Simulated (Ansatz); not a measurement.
Species: H₃Al, SMILES `[AlH3]` (charge 0, multiplicity 1).

Question: Give a relaxed geometry from PBE-D3(BJ)/def2-TZVP run with Ansatz (a quantum-chemistry and plane-wave program).

Answer: the end point of this relaxation (outside a Z-matrix the atoms follow the SMILES, hydrogens last).
Z-matrix (Å, degrees):
```
Al
H 1 1.5955
H 1 1.5955 2 120.00
H 1 1.5955 2 120.00 3 -179.99
```
